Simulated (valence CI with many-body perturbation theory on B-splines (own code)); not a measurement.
Energy levels of Tb LIII

Calculated by configuration interaction combined with many-body perturbation theory (CI+MBPT): three valence electrons over a frozen Dirac-Fock core [Ne], a basis of 11 s, 11 p, 10 d, 8 f, 5 g, 2 h functions for each j, with the one-electron correlation potential Σ1 (screened to all orders), the two-electron term Σ2, the three-electron term Σ3, Breit, model QED; selected single and double excitations, second order for the rest, scaled by the run's own slope (own B-spline code, finite nucleus).

No measured spectrum was set against this ion. As an estimate, large intervals hold to a few tenths of a per cent, small ones and those within an open d or f shell to about a per cent.

Levels 1 to 45 of 157, with energies above the lowest level, (3s^2 3p1/2) J=1/2. "Leading %" is the weight of the configuration and term that name the level; weights of strongly mixed levels are sums over their largest components and can fall short, so below about 35 % the name and the second component can differ from the true leading terms, or belong to a minority configuration. In the jj column 3d3/2^4 stands for four electrons in 3d with j = 3/2.

| No. | Configuration | Term | J | E (eV) | Leading % | g | Leading jj | Second component |
| --- | --- | --- | --- | --- | --- | --- | --- | --- |
| 1 | 3s²3p | ²P° | 1/2 | 0.00 | 99 | 0.652 | 3s^2 3p1/2 (99 %) |  |
| 2 | 3s3p² | ⁴P | 1/2 | 135.98 | 57 | 2.172 | 3s 3p1/2^2 (98 %) | 29 % 3s3p² ²S |
| 3 | 3s²3p | ²P° | 3/2 | 196.78 | 99 | 1.324 | 3s^2 3p3/2 (99 %) |  |
| 4 | 3s3p² | ⁴P | 3/2 | 308.19 | 90 | 1.644 | 3s 3p1/2 3p3/2 (99 %) | 7 % 3s3p² ²D |
| 5 | 3s3p² | ²D | 5/2 | 323.15 | 58 | 1.349 | 3s 3p1/2 3p3/2 (97 %) | 40 % 3s3p² ⁴P |
| 6 | 3s3p² | ²D | 3/2 | 342.00 | 55 | 0.958 | 3s 3p1/2 3p3/2 (83 %) | 27 % 3s3p² ²P |
| 7 | 3s3p² | ²P | 1/2 | 350.53 | 70 | 1.235 | 3s 3p1/2 3p3/2 (97 %) | 27 % 3s3p² ⁴P |
| 8 | 3s²3d | ²D | 3/2 | 394.20 | 83 | 0.829 | 3s^2 3d3/2 (83 %) | 9 % 3s3p² ²D |
| 9 | 3s²3d | ²D | 5/2 | 431.57 | 94 | 1.210 | 3s^2 3d5/2 (94 %) | 5 % 3s3p² ⁴P |
| 10 | 3p³ | ²P° | 3/2 | 477.19 | 34 | 1.182 | 3p1/2^2 3p3/2 (72 %) | 22 % 3p³ ²D° |
| 11 | 3s3p3d | ⁴F° | 3/2 | 490.89 | 70 | 0.601 | 3s 3p1/2 3d3/2 (83 %) | 13 % 3s3p3d ²D° |
| 12 | 3s3p3d | ⁴F° | 5/2 | 501.83 | 47 | 1.033 | 3s 3p1/2 3d3/2 (96 %) | 26 % 3s3p3d ²F° |
| 13 | 3s3p² | ⁴P | 5/2 | 517.19 | 55 | 1.411 | 3s 3p3/2^2 (96 %) | 42 % 3s3p² ²D |
| 14 | 3s3p3d | ⁴D° | 1/2 | 523.97 | 61 | 0.382 | 3s 3p1/2 3d3/2 (98 %) | 32 % 3s3p3d ²P° |
| 15 | 3s3p3d | ⁴D° | 3/2 | 527.82 | 38 | 1.302 | 3s 3p1/2 3d3/2 (84 %) | 22 % 3s3p3d ⁴P° |
| 16 | 3s3p3d | ⁴P° | 5/2 | 547.30 | 38 | 1.351 | 3s 3p1/2 3d5/2 (99 %) | 30 % 3s3p3d ⁴D° |
| 17 | 3s3p² | ²S | 1/2 | 547.70 | 69 | 1.897 | 3s 3p3/2^2 (98 %) | 16 % 3s3p² ⁴P |
| 18 | 3s3p² | ²P | 3/2 | 553.50 | 63 | 1.196 | 3s 3p3/2^2 (98 %) | 29 % 3s3p² ²D |
| 19 | 3s3p3d | ⁴F° | 7/2 | 557.90 | 47 | 1.245 | 3s 3p1/2 3d5/2 (97 %) | 29 % 3s3p3d ²F° |
| 20 | 3s3p3d | ²F° | 5/2 | 567.18 | 51 | 1.044 | 3s 3p1/2 3d5/2 (96 %) | 19 % 3s3p3d ²D° |
| 21 | 3s3p3d | ²D° | 3/2 | 571.80 | 38 | 1.119 | 3s 3p1/2 3d5/2 (82 %) | 33 % 3s3p3d ²P° |
| 22 | 3p²3d | ²D | 3/2 | 656.56 | 39 | 0.769 | 3p1/2^2 3d3/2 (99 %) | 36 % 3p²3d ⁴F |
| 23 | 3p³ | ²D° | 5/2 | 668.90 | 72 | 1.158 | 3p1/2 3p3/2^2 (72 %) | 11 % 3s3p3d ²D° |
| 24 | 3p³ | ⁴S° | 3/2 | 672.83 | 46 | 1.397 | 3p1/2 3p3/2^2 (91 %) | 44 % 3p³ ²D° |
| 25 | 3p³ | ²P° | 1/2 | 685.97 | 83 | 0.685 | 3p1/2 3p3/2^2 (83 %) | 14 % 3s3p3d ²P° |
| 26 | 3s3p3d | ⁴D° | 3/2 | 699.75 | 42 | 1.310 | 3s 3p3/2 3d3/2 (98 %) | 37 % 3s3p3d ⁴P° |
| 27 | 3s3p3d | ⁴P° | 1/2 | 701.06 | 84 | 2.245 | 3s 3p3/2 3d3/2 (97 %) | 14 % 3s3p3d ⁴D° |
| 28 | 3s3p3d | ⁴D° | 5/2 | 701.68 | 46 | 1.246 | 3s 3p3/2 3d3/2 (82 %) | 20 % 3s3p3d ⁴F° |
| 29 | 3s3p3d | ⁴F° | 7/2 | 704.92 | 40 | 1.257 | 3s 3p3/2 3d3/2 (88 %) | 30 % 3s3p3d ⁴D° |
| 30 | 3p²3d | ²D | 5/2 | 712.60 | 31 | 1.194 | 3p1/2^2 3d5/2 (97 %) | 22 % 3p²3d ⁴D |
| 31 | 3s3p3d | ²D° | 3/2 | 726.85 | 63 | 0.988 | 3s 3p3/2 3d3/2 (78 %) | 23 % 3s3p3d ⁴P° |
| 32 | 3s3p3d | ⁴F° | 9/2 | 727.11 | 100 | 1.324 | 3s 3p3/2 3d5/2 (100 %) |  |
| 33 | 3s3p3d | ²F° | 5/2 | 740.70 | 67 | 0.971 | 3s 3p3/2 3d3/2 (89 %) | 8 % 3s3p3d ²D° |
| 34 | 3s3p3d | ²P° | 1/2 | 744.50 | 68 | 0.608 | 3s 3p3/2 3d3/2 (85 %) | 20 % 3s3p3d ⁴D° |
| 35 | 3s3p3d | ²D° | 5/2 | 747.14 | 49 | 1.317 | 3s 3p3/2 3d5/2 (92 %) | 34 % 3s3p3d ⁴P° |
| 36 | 3s3p3d | ²F° | 7/2 | 755.84 | 69 | 1.214 | 3s 3p3/2 3d5/2 (89 %) | 27 % 3s3p3d ⁴D° |
| 37 | 3s3p3d | ²P° | 3/2 | 757.48 | 44 | 1.161 | 3s 3p3/2 3d5/2 (76 %) | 35 % 3s3p3d ²D° |
| 38 | 3s3p3d | ²F° | 7/2 | 771.17 | 72 | 1.197 | 3s 3p3/2 3d5/2 (98 %) | 20 % 3s3p3d ⁴D° |
| 39 | 3s3p3d | ²P° | 1/2 | 780.17 | 84 | 0.695 | 3s 3p3/2 3d5/2 (88 %) | 8 % 3p³ ²P° |
| 40 | 3s3p3d | ²P° | 3/2 | 788.51 | 78 | 1.302 | 3s 3p3/2 3d5/2 (98 %) | 7 % 3s3p3d ²D° |
| 41 | 3s3p3d | ²D° | 5/2 | 790.74 | 64 | 1.115 | 3s 3p3/2 3d5/2 (92 %) | 26 % 3s3p3d ²F° |
| 42 | 3p²3d | ²F | 5/2 | 831.44 | 51 | 0.936 | 3p1/2 3p3/2 3d3/2 (91 %) | 35 % 3p²3d ⁴F |
| 43 | 3p²3d | ⁴F | 3/2 | 838.11 | 40 | 0.916 | 3p1/2 3p3/2 3d3/2 (98 %) | 24 % 3p²3d ⁴D |
| 44 | 3p²3d | ⁴D | 1/2 | 840.46 | 81 | 0.164 | 3p1/2 3p3/2 3d3/2 (99 %) | 15 % 3p²3d ²P |
| 45 | 3p²3d | ²G | 7/2 | 843.28 | 47 | 1.037 | 3p1/2 3p3/2 3d3/2 (93 %) | 27 % 3p²3d ²F |

The ionisation energy to 3s² ¹S0 of the next ion comes out as 4878.8 eV (NIST: 4877 ± 4 eV (theoretical)). All 157 levels together are meant to be complete up to 2385.79 eV.
